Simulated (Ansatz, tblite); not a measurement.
Cost and result up the ladder for Zr(NH2)F3 (ZrNF₃H₂) (7 atoms). The state is a singlet with charge 0. Geometry: r2SCAN-D4/def2-SVP.

```xyz
7

Zr   -0.0679   -0.0881    0.7737
N     0.1470    0.0984   -1.2265
H     0.9406    0.5179   -1.7116
H    -0.5334   -0.1889   -1.9308
F     1.6777   -0.0099    1.5461
F    -1.0447   -1.6967    1.1080
F    -1.1193    1.3672    1.4412
```

Ansatz on 2 threads of AMD EPYC 7R13 on a shared host; xTB runs through tblite on one thread. Times are rough, summed over both states, and most runs start from the orbitals of an earlier one. PBE0-D4/def2-TZVP serves as the yardstick here, not as an exact answer. The other state is a doublet.

In the def2 sets Zr takes a core potential; there is no spin–orbit coupling. The xTB rows come from tblite.

Raw xTB energies of ions are shifted by several eV.

```json
{"level": "GFN2-xTB", "functions": "27", "wall time": "0.009 s", "vertical IE (eV)": "15.44", "difference from PBE0-D4/def2-TZVP (eV)": "4.97"}
{"level": "GFN1-xTB", "functions": "29", "wall time": "0.013 s", "vertical IE (eV)": "15.24", "difference from PBE0-D4/def2-TZVP (eV)": "4.78"}
{"level": "PBE-D4/def2-TZVP", "functions": "176", "wall time": "5.7 s", "vertical IE (eV)": "10.40", "difference from PBE0-D4/def2-TZVP (eV)": "-0.07"}
{"level": "PBE0-D4/def2-TZVP (with forces)", "functions": "176", "wall time": "9 s", "vertical IE (eV)": "10.47", "difference from PBE0-D4/def2-TZVP (eV)": "0.00"}
{"level": "r2SCAN-D4/def2-TZVP", "functions": "176", "wall time": "11 s", "vertical IE (eV)": "10.34", "difference from PBE0-D4/def2-TZVP (eV)": "-0.13"}
```
